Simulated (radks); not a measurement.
The numbers below are computed, except where a source is named.
Problem. Numerical settings for the silver ion Ag3+, [Kr] 4d8. Level of theory: Dirac Kohn-Sham, PBE, spin-unpolarised, spherical densities, finite nucleus; open shells fill j = l - 1/2 first; Fermi nuclear charge, rms radius 4.5454 fm (a radial shooting solver on a logarithmic mesh with Libxc functionals). The defaults (mesh step 0.008 in ln r, mesh end at 40 bohr or more with all orbitals vanishing there, Anderson mixing 0.5 over 9 steps, residual threshold near 1e-9 with the energy settled to 1e-9 hartree or 1e-11 of itself, here a cap of 55 iterations) give E = -5314.7225 hartree and 4d5/2 at -43.422 eV in 14 iterations. Run on one thread of a shared host, so times are rough (Intel(R) Xeon(R) 6975P-C): 0.08 s of CPU time, 0.08 s wall, 14 iterations on 2189 mesh points. One setting is changed at a time: mesh step in ln r 0.005; mesh step in ln r 0.12; mesh step in ln r 0.03; mesh end (bohr) 12; mesh end (bohr) 2; residual threshold 1e-13; residual threshold 1e-16; mixing 0.2; linear mixing, mixing 1; linear mixing, mixing 0.5; mixing history 3; iteration cap 8. Which runs fail to converge, and which converge to a wrong energy?

Solution. Not converged within the cap: mesh step in ln r 0.12; residual threshold 1e-16; linear mixing, mixing 1; iteration cap 8. Settings that end as converged yet miss the energy by more than 1 mhartree: mesh end (bohr) 2 (+3.91 hartree).
